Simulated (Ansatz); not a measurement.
`O[SiH](Cl)[SiH2]Cl`, relaxed with RKS PBE0-D4/def2-TZVP in Ansatz from a PBE-D4/def2-SVP geometry. The force threshold is 0.005 eV/Å; the program also tests the step.

Charge 0, multiplicity 1.

Start:

```xyz
9

O    -0.993   -1.164    1.309
Si    0.385   -0.596    0.543
Cl    1.610    0.474    1.858
Si   -0.367    0.910   -1.088
Cl    1.339    1.598   -2.081
H    -0.858   -1.842    1.997
H     1.233   -1.717    0.004
H    -1.070    2.074   -0.449
H    -1.279    0.263   -2.093
```

Question: How much energy does the relaxation release, and in how many steps? (Estimate.)

Answer: Ansatz gave: 5.56 kJ/mol, in 6 steps.

Question: Which bonds change most? (Estimate.)

Answer: The calculation gave: O1–Si2 from 1.676 to 1.638 Å; Si2–Cl3 from 2.092 to 2.060 Å; Si4–Cl5 from 2.090 to 2.061 Å; Si2–H7 from 1.505 to 1.485 Å.

Question: Give the relaxed structure. (Best estimate.)

Answer: Ansatz gave: 
```xyz
9

O    -0.959   -1.172    1.287
Si    0.381   -0.593    0.545
Cl    1.584    0.425    1.872
Si   -0.364    0.911   -1.084
Cl    1.302    1.593   -2.086
H    -0.858   -1.807    1.999
H     1.228   -1.687    0.005
H    -1.053    2.071   -0.468
H    -1.261    0.259   -2.070
```
